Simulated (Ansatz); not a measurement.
# B3N3H6 (borazine): the energy to break a bond

The species is B3N3H6 (12 atoms), meant as a singlet with charge 0. As SMILES, `B1NBNBN1`. Geometry: optimised at PBE0/def2-SVP. This is one conformer, not always the lowest.

```jsonl
{"atom": "B", "x (Å)": "-0.7262", "y (Å)": "-1.2242", "z (Å)": "0.2539"}
{"atom": "N", "x (Å)": "0.5257", "y (Å)": "-0.9594", "z (Å)": "0.8858"}
{"atom": "B", "x (Å)": "1.2662", "y (Å)": "0.2388", "z (Å)": "0.6560"}
{"atom": "N", "x (Å)": "0.7070", "y (Å)": "1.1919", "z (Å)": "-0.2472"}
{"atom": "B", "x (Å)": "-0.5400", "y (Å)": "0.9854", "z (Å)": "-0.9099"}
{"atom": "N", "x (Å)": "-1.2327", "y (Å)": "-0.2325", "z (Å)": "-0.6387"}
{"atom": "H", "x (Å)": "-1.3338", "y (Å)": "-2.2486", "z (Å)": "0.4663"}
{"atom": "H", "x (Å)": "0.9034", "y (Å)": "-1.6487", "z (Å)": "1.5223"}
{"atom": "H", "x (Å)": "2.3256", "y (Å)": "0.4386", "z (Å)": "1.2049"}
{"atom": "H", "x (Å)": "1.2150", "y (Å)": "2.0482", "z (Å)": "-0.4247"}
{"atom": "H", "x (Å)": "-0.9918", "y (Å)": "1.8100", "z (Å)": "-1.6712"}
{"atom": "H", "x (Å)": "-2.1184", "y (Å)": "-0.3995", "z (Å)": "-1.0976"}
```

Wanted: the dissociation energy of the H12–N6 bond into doublet H and doublet B3N3H5 (shapes relaxed at PBE0/def2-SVP, no zero-point term). 1 Eh = 2625.50 kJ/mol = 27.2114 eV. Totals in Eh; open shells run unrestricted unless said.

| level | program | B3N3H6 | doublet H | doublet B3N3H5 |
| --- | --- | --- | --- | --- |
| r2SCAN/def2-SVP | Ansatz | -242.343504 | -0.499209 | -241.653965 |
| B3LYP/def2-SVP | Ansatz | -242.504457 | -0.501259 | -241.809211 |
| wB97M-V/def2-SVP | Ansatz | -242.392366 | -0.491712 | -241.698597 |

Question: Work out the dissociation energy at each level.

Answer: 
1. r2SCAN/def2-SVP: (-0.499209) + (-241.653965) − (-242.343504) = 0.190330 Eh = 499.7 kJ/mol = 5.18 eV.
2. B3LYP/def2-SVP: (-0.501259) + (-241.809211) − (-242.504457) = 0.193987 Eh = 509.3 kJ/mol = 5.28 eV.
3. wB97M-V/def2-SVP: (-0.491712) + (-241.698597) − (-242.392366) = 0.202057 Eh = 530.5 kJ/mol = 5.50 eV.

The levels span 500 to 531 kJ/mol; no measured value is set beside them. A bond enthalpy at 298 K also holds the loss of zero-point energy and thermal terms.
